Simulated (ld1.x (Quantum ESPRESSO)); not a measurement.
## PBEsol TM dataset for Li, scalar-relativistic all-electron reference.

| Quantity | Value |
| --- | --- |
| Element | Li (Z = 3) |
| Generator | ld1.x (Quantum ESPRESSO) 7.5 |
| Type | norm-conserving Troullier–Martins (Kleinman–Bylander form) |
| Functional | PBEsol |
| Relativity | scalar-relativistic |
| Frozen core | [He] |
| Valence charge | 1 |
| Reference configuration | 2s1 2p0 |
| Partial waves | 2s (bound): rc 3.50 bohr; 2p (bound, empty): rc 4.20 bohr |
| Local potential | all-electron potential smoothed inside 3.45 bohr (lloc = -1) |
| Core correction | none |

- Cutoffs needed: 6 Ry and 6 Ry (the cutoffs (Ry, on a coarse ladder) from which the occupation-weighted sum of valence levels, in a spherical-Bessel basis at the reference potential, stays within 10 and 1 mRy of its value at 400 Ry)
- Ghost test: no extra level below or beside the all-electron valence levels (s, p, d, f tested) (spherical-Bessel basis up to 400 Ry, 20 bohr box)
- Largest excitation error: -4.0 meV (all-electron minus pseudo) for 2s0 2p1, out of 2 test configurations
